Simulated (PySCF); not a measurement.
AlI₃, SMILES [I][Al]([I])[I].

Coordinates come from a PBE0-D3(BJ)/def2-SVP optimisation. The isomer is the one that the SMILES or the coordinates give; other isomers of the formula were not compared. The def2 effective core potentials stand for the cores of I; spin–orbit coupling is left out.

Level of theory: PySCF 2.14.0 with TDA-PBE0/def2-SVPD.

Vertical excitations; the highest root listed may be one member of a degenerate set.  State labels are in the subgroup C2v.

Computed excitation energies, oscillator strengths and character:
| state | symmetry | energy (eV) | λ (nm) | f | main pairs |
|---|---|---|---|---|---|
| S1 | B1 | 4.55 | 272 | 0.000 | HOMO→LUMO 99 % |
| S2 | A2 | 4.56 | 272 | 0.000 | HOMO→LUMO+1 100 % |
| S3 | A2 | 4.91 | 252 | 0.000 | HOMO−1→LUMO (degenerate set) |
| S4 | B2 | 4.91 | 252 | 0.000 | HOMO−2→LUMO (degenerate set) |
| S5 | B1 | 5.06 | 245 | 0.002 | HOMO−4→LUMO, HOMO−1→LUMO+1 (degenerate set) |
| S6 | A1 | 5.06 | 245 | 0.002 | HOMO−3→LUMO, HOMO−2→LUMO+1 (degenerate set) |
| S7 | B2 | 5.08 | 244 | 0.000 | HOMO−3→LUMO+1 (degenerate set) |
| S8 | A2 | 5.08 | 244 | 0.000 | HOMO−4→LUMO+1 (degenerate set) |
| S9 | B1 | 5.36 | 231 | 0.146 | HOMO−1→LUMO+1, HOMO−4→LUMO (degenerate set) |
| S10 | A1 | 5.36 | 231 | 0.146 | HOMO−2→LUMO+1, HOMO−3→LUMO (degenerate set) |
| T1 | B1 | 4.26 | 291 | 0 | HOMO→LUMO 98 % |
| T2 | A2 | 4.45 | 278 | 0 | HOMO→LUMO+1 99 % |
| T3 | A2 | 4.64 | 267 | 0 | HOMO−1→LUMO (degenerate set) |
| T4 | B2 | 4.64 | 267 | 0 | HOMO−2→LUMO (degenerate set) |
Triplets are in the Tamm–Dancoff approximation.
